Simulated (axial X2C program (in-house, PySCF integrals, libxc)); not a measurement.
What spin–orbit coupling does to CoS

Calculated with an in-house all-electron X2C program for linear molecules (integrals from PySCF). Spin-free means the one-electron spin-free X2C Hamiltonian; two-component (2c) means X2C with spin–orbit coupling and atomic mean-field two-electron Coulomb and Gaunt terms, so the difference of the two also holds small scalar two-electron terms. Basis: Co dyall-cv3z [9s10p6d3f2g], S dyall-av3z [9s8p3d2f] (cores contracted in-house); Gaussian nuclei, density fitting, unrestricted open shells. Masses: Co 58.933 u, S 31.972 u.

Spin-free state: M_S = 3/2, Λ = 2 (beyond evenly filled blocks: π+α, π-α, δ+α, δ+β, δ-α); fragments Co + S.

```tsv
level	Re (Å)	ωe (cm⁻¹)	De (eV)	μ (D)
PBE0	1.965	544.5	3.371	-4.93
r2SCAN0	1.962	547.9	3.034	-5.33
```

Dipoles are positive if S is the positive end.

Two-component determinant lowest at the distance of the search:

Ω = 7/2 (⟨Sz⟩ = 1.50, ⟨Lz⟩ = 2.00 at PBE0); fragments Co + S.

```tsv
level	Re (Å)	ωe (cm⁻¹)	μ (D)
PBE0	1.965	544.0	-4.93
r2SCAN0	1.962	547.4	-5.33
```

Question: From the two tables, how do the constants change at the PBE0 level (2c against spin-free)?

Answer: At the PBE0 level Re is unchanged within 0.001 Å and ωe falls by 0.5 cm⁻¹.

One determinant describes the state; a PBE0 search over occupations chose it and may have missed a lower one. De is counted from the lowest determinant-based energies of the atoms at the same level, without counterpoise correction. De is not given where an atomic determinant may have missed its ground term or J level, or where the truncated virtual space spoils (T). Density functionals use the spin component along the axis (collinear). PBE0 can misorder states that lie within some tenths of an eV, so this need not be the ground state of the molecule. The nearest other spin-free determinant of the search, M_S = 3/2, Λ = 3, lies 0.46 eV up at the distance of the search. The functionals have no current-density term, which raises determinants with orbital currents, atoms included. With several unpaired electrons one determinant need not be a pure state. A state of lower Ω lies just above, and one determinant can place such states too high, so the state shown need not be the lowest. The search has Ω = 1/2 only 0.12 eV up.
